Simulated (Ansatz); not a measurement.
Ansatz (a first-principles code) input:

Ansatz 0.2 input:
```yaml
crystal:
  periodic: [false, false, false]
  atoms:
    - {symbol: Cu, position_ang: [-0.31065458, -0.17551973, -0.26451495]}
    - {symbol: O, position_ang: [0.98699540, 0.46011892, 0.82919684]}
    - {symbol: H, position_ang: [1.11301966, 1.40912091, 1.03735889]}
basis:
  gaussian:
    orbitals: 6-31G*
hamiltonian:
  xc: {name: PBE0}
total_charge: 1
magnetization: {spin_polarized: true, initial_magnetization: 1}
```

Task: Predict the final energy.

Result: -1715.36323 Eh (PBE0/6-31G*).

The spin state was set by rule; other spins were not relaxed.
